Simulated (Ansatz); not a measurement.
cyclo-(H2SnO)4 (Sn4O4H8). Total charge 0; triplet. Geometry r2SCAN-D4/def2-SVP, that of the neutral singlet.

```xyz
16

Sn   -0.793   -1.633   -1.488
H    -0.808   -3.316   -1.806
H    -1.639   -0.620   -2.575
O    -1.399   -1.456    0.395
Sn   -1.997    0.259    1.205
H    -1.348    0.334    2.787
H    -3.699    0.390    1.047
O    -1.255    1.633   -0.021
Sn    0.631    2.260    0.037
H     0.728    3.652    1.033
H     1.174    2.414   -1.580
O     1.561    0.828    1.053
Sn    2.159   -0.886    0.245
H     3.784   -0.725   -0.271
H     1.809   -2.132    1.365
O     1.091   -1.001   -1.426
```

In the def2 sets Sn takes a core potential; there is no spin–orbit coupling. At PBE-D4/def2-TZVP the gap within one spin of the charge 0 triplet nearly closes, so an electron or hole may be smeared out by delocalisation error. At PBE0-D4/def2-TZVP a singlet of charge 0 lies 5.27 eV below the triplet at the same geometry.

Task: Estimate the α-spin orbital energies around the gap (eV) in Ansatz with PBE-D4/def2-TZVP, r2SCAN-D4/def2-TZVP, PBE0-D4/def2-TZVP.

Result: 
| orbital | PBE-D4/def2-TZVP | r2SCAN-D4/def2-TZVP | PBE0-D4/def2-TZVP |
| --- | --- | --- | --- |
| HOMO−5 | -7.41 | -8.03 | -9.01 |
| HOMO−4 | -7.32 | -7.66 | -8.54 |
| HOMO−3 | -7.29 | -7.48 | -8.35 |
| HOMO−2 | -7.10 | -7.35 | -8.20 |
| HOMO−1 | -7.03 | -7.31 | -8.16 |
| HOMO | -2.15 | -2.10 | -2.93 |
| LUMO | -1.88 | -1.66 | -1.08 |
| LUMO+1 | -1.86 | -1.61 | -0.95 |
| LUMO+2 | -1.52 | -1.21 | -0.76 |
| LUMO+3 | -0.55 | -0.36 | -0.10 |
| LUMO+4 | -0.53 | -0.20 | 0.27 |
| LUMO+5 | -0.52 | -0.19 | 0.32 |
| β HOMO | -6.74 | -6.99 | -8.05 |
| β LUMO | -6.69 | -6.82 | -6.09 |
